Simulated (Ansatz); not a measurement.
Coupled-cluster diagnostics for the cluster Sc₃N₃ (the lowest singlet isomer of a short search), Ansatz.

Geometry of the singlet (PBE-D4/def2-SVP):

```xyz
6

Sc   -0.303    1.619   -1.206
Sc   -0.578   -0.071    1.956
Sc    0.733   -0.894   -0.414
N    -0.219   -1.645    1.143
N     0.055    0.042   -2.014
N     0.312    0.949    0.534
```

Correlated methods freeze 18 core orbitals; core or outer-core shells of Sc are correlated, in sets that lack core-valence functions. The structure comes from a short search, and lower isomers may exist.

Problem. Estimate the CCSD(T) correlation energy, the shares of MP2 and (T), T1 and the reference's ⟨S²⟩ for: charge 0, singlet, own geometry in def2-SVP; and the rough time on 4 threads of Arm Neoverse V2 on a shared host.

Solution. 
| state | basis | correlation (eV) | MP2 share (%) | (T) share (%) | T1 | ⟨S²⟩ (pure) | wall time |
| --- | --- | --- | --- | --- | --- | --- | --- |
| charge 0, singlet, own geometry | def2-SVP | -35.098 | 96.2 | 6.0 | 0.030 | 0.00 (0.00) | 35 s |
Customary marks for T1 are 0.02 (closed shells), 0.045 (open shells) and about 0.05 (3d metals). T1 exceeds 0.02 in 1 of 1 rows and 0.045 in 0; the higher it lies, the less the single-reference result can be trusted.
